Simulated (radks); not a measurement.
Q: Radial electron density D(r) = 4 pi r^2 rho(r) of an atom or ion with 44 electrons. All-electron calculation, scalar-relativistic Kohn-Sham, PBE, spin-polarised, spherical densities, finite nucleus; Fermi nuclear charge, rms radius of each element as measured or else 0.836 A^(1/3) + 0.57 fm. Program: a radial shooting solver on a logarithmic mesh with Libxc functionals.

```
   r/bohr * D(r) (the largest magnitude, 70.9, reaches the edge; | marks zero)
   0.0025 |   *
 0.003281 |     *
 0.004307 |         *
 0.005653 |             *
 0.007421 |                   *
 0.009662 |                          *
  0.01268 |                                  *
  0.01665 |                                        *
  0.02185 |                                           *
  0.02868 |                                          *
  0.03765 |                                      *
  0.04902 |                                     *
  0.06434 |                                           *
  0.08446 |                                                    *
   0.1109 |                                                      *
   0.1455 |                                            *
   0.1895 |                                    *
   0.2487 |                                       *
   0.3264 |                                           *
   0.4285 |                              *
   0.5624 |              *
   0.7323 |          *
   0.9613 |           *
    1.262 |        *
    1.656 |    *
    2.174 | *
    2.831 |*
    3.715 *
    4.877 *
```

What is the nuclear charge?

A: Z = 45. The innermost maximum, from 1s, lies near gamma/Z bohr with gamma = sqrt(1 - (Z/c)^2) = 0.945, here 0.021 bohr (found: 0.0229), and its height grows with Z. The density is that of the rhodium ion Rh+ in [Kr] 4d8; the configuration itself is not fixed sharply by these data, and Z only to a few units. D(r) has 4 maxima, at r = 0.0229, 0.102, 0.309, 0.931 bohr, and minima at 0.0456, 0.200, 0.709 bohr, inside which lie 2.02, 11.16, 29.04 electrons.
